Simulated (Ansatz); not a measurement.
Geometry optimisation, RKS PBE/STO-3G in Ansatz.

Input file:

```yaml
crystal:
  periodic: [false, false, false]
  atoms:
    - { symbol: C, position_ang: [1.0553, -0.4264, -2.118] }
    - { symbol: C, position_ang: [1.3878, -0.651, -0.6786] }
    - { symbol: C, position_ang: [0.5582, 0.1719, 0.3412] }
    - { symbol: O, position_ang: [0.7975, 1.5802, 0.0508] }
    - { symbol: Si, position_ang: [-1.2091, -0.4294, 0.6146] }
    - { symbol: C, position_ang: [-2.0515, 0.6219, 1.9231] }
    - { symbol: H, position_ang: [1.6767, -0.9621, -2.7937] }
    - { symbol: H, position_ang: [0.0101, -0.6518, -2.3402] }
    - { symbol: H, position_ang: [1.1339, 0.6917, -2.3464] }
    - { symbol: H, position_ang: [1.3092, -1.7203, -0.446] }
    - { symbol: H, position_ang: [2.4429, -0.3877, -0.5528] }
    - { symbol: H, position_ang: [1.0927, 0.0363, 1.347] }
    - { symbol: H, position_ang: [1.6245, 1.7968, -0.027] }
    - { symbol: H, position_ang: [-2.0013, -0.3522, -0.6249] }
    - { symbol: H, position_ang: [-1.1818, -1.8588, 1.0743] }
    - { symbol: H, position_ang: [-2.0957, 1.6902, 1.6388] }
    - { symbol: H, position_ang: [-1.5023, 0.5864, 2.8757] }
    - { symbol: H, position_ang: [-3.0847, 0.2756, 2.114] }
basis:
  gaussian: { orbitals: STO-3G }
hamiltonian:
  xc: pbe
relax:
  f_tol: 0.02
  max_steps: 40
scf:
  lower_state_search: "off"
output:
  orbitals: {}
```

Command:

```bash
$ ansatz run input.yaml --threads 1 --pin off --max-ram 2048MiB --backend cpu --events-out ev --progress --plain --runs-dir out
```

Problem. Where does it end, and by what steps?

Solution. The run converged. Limits of this set-up: minimal basis. After 12 steps the energy has fallen by 1.708 eV; H14 moved furthest, 0.40 Å. The start is strongly strained (largest force component 16 eV/Å).

```
step  energy less start (eV)  largest force component (eV/Å)  accepted
   0                  0.0000                          15.952       yes
   1                 -1.6180                           1.485       yes
   2                 -1.6987                           0.190       yes
   3                 -1.7021                           0.117       yes
   4                 -1.7034                           0.042       yes
   5                 -1.7046                           0.042       yes
   6                 -1.7053                           0.036       yes
   7                 -1.7062                           0.043       yes
   8                 -1.7067                           0.046       yes
   9                 -1.7073                           0.051       yes
  10                 -1.7075                           0.042       yes
  11                 -1.7077                           0.023       yes
  12                 -1.7077                           0.007       yes
```

```xyz
18
Properties=species:S:1:pos:R:3
C 0.981 -0.533 -2.101
C 1.466 -0.647 -0.628
C 0.623 0.240 0.375
O 0.628 1.671 -0.009
Si -1.210 -0.292 0.512
C -2.028 0.570 1.970
H 1.686 -1.036 -2.787
H -0.016 -0.994 -2.228
H 0.905 0.533 -2.389
H 1.435 -1.707 -0.296
H 2.529 -0.323 -0.574
H 1.098 0.098 1.384
H 1.648 1.875 0.001
H -1.923 0.031 -0.715
H -1.253 -1.736 0.707
H -1.979 1.666 1.857
H -1.536 0.309 2.921
H -3.091 0.288 2.053
```

Whether the end is a true minimum wasn't checked by a vibrational analysis.

Time of the run: 42 s on 1 thread of Arm Neoverse V2, on a shared host, peak memory 0.12 GiB.
